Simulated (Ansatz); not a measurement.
Cost and result for the atomization energy of `C#C[Si](C)(F)F` (10 atoms, 9 bonds).

```xyz
10

C    -1.729   -0.428   -1.930
C    -1.200   -0.153   -0.883
Si   -0.332    0.244    0.661
C     1.486    0.019    0.554
F    -0.932   -0.670    1.811
F    -0.679    1.743    1.049
H    -2.207   -0.669   -2.852
H     1.960    0.269    1.505
H     1.728   -1.017    0.307
H     1.905    0.662   -0.223
```

Charge 0, multiplicity 1. The structure was optimised at the PBE0-D4/def2-TZVP level. Program: Ansatz. All runs use 4 threads of an Arm Neoverse V2 on a shared host. Times are those of one run each, without the atoms' runs, and a repeat can differ threefold. Electronic energies, without spin–orbit coupling; frozen cores. CCSD(T)/CBS adds CCSD(T) − MP2 in def2-TZVPP to the MP2 limit, and its time is that of the two runs behind it. T1 = 0.012.

CCSD(T)/CBS is a level of theory with its own doubt, some kJ/mol a heavy atom from the limit and from the frozen cores, so smaller differences don't rank the functionals.

```csv
level,functions,wall time
LDA (SPW92)/def2-TZVPP,253,1.1 s
BLYP-D4/def2-TZVPP,253,1.9 s
PBE-D4/def2-TZVPP (with forces),253,2.1 s
PBE0-D4/def2-TZVPP,253,2.5 s
BHLYP-D4/def2-TZVPP,253,2.6 s
r2SCANh-D4/def2-TZVPP,253,4.3 s
PBE-QIDH/def2-TZVPP,253,4.8 s
CCSD(T)/def2-SVP,108,6 s
ωB97X-V/def2-TZVPP,253,6.5 s
B97M-V/def2-TZVPP,253,7 s
MP2/def2-QZVPP,475,18 s
CCSD(T)/def2-TZVPP,253,2.7 min
CCSD(T)/CBS(def2),–,3 min
```

What atomization energy does each give, and how far from CCSD(T)/CBS? (Estimate.)

Computed: 
```
                          level  atomization (kJ/mol)  difference from CCSD(T)/CBS  per bond
         LDA (SPW92)/def2-TZVPP                5011.2                        599.7      66.6
             BLYP-D4/def2-TZVPP                4392.5                        -19.0      -2.1
PBE-D4/def2-TZVPP (with forces)                4487.3                         75.8       8.4
             PBE0-D4/def2-TZVPP                4394.8                        -16.7      -1.8
            BHLYP-D4/def2-TZVPP                4249.0                       -162.5     -18.0
          r2SCANh-D4/def2-TZVPP                4377.9                        -33.6      -3.7
            PBE-QIDH/def2-TZVPP                4381.7                        -29.8      -3.3
               CCSD(T)/def2-SVP                4137.6                       -273.9     -30.4
             ωB97X-V/def2-TZVPP                4395.1                        -16.4      -1.8
              B97M-V/def2-TZVPP                4409.0                         -2.5      -0.3
                 MP2/def2-QZVPP                4500.3                         88.8       9.9
             CCSD(T)/def2-TZVPP                4294.3                       -117.2     -13.0
              CCSD(T)/CBS(def2)                4411.5                          0.0       0.0
```

In def2-TZVPP, CCSD(T) changes the Hartree–Fock value by +1001.6 kJ/mol (the triples alone add +71.0 kJ/mol) and MP2 by +1136.9 kJ/mol; breaking electron pairs costs correlation energy, which Hartree–Fock lacks. The D4 term adds +33.5 kJ/mol with B3LYP and +17.6 kJ/mol with PBE0; it sums over pairs of atoms, weighted by their polarisabilities, and B3LYP, whose exchange is more repulsive, gets the larger term. At CCSD(T), def2-SVP lies −273.9 kJ/mol from the extrapolated value and def2-TZVPP −117.1 kJ/mol: correlation converges slowly with the basis, and small sets miss more of it in the bonded molecule than in its fragments.

B3LYP here is the variant with VWN-RPA as its local correlation; programs differ in this.
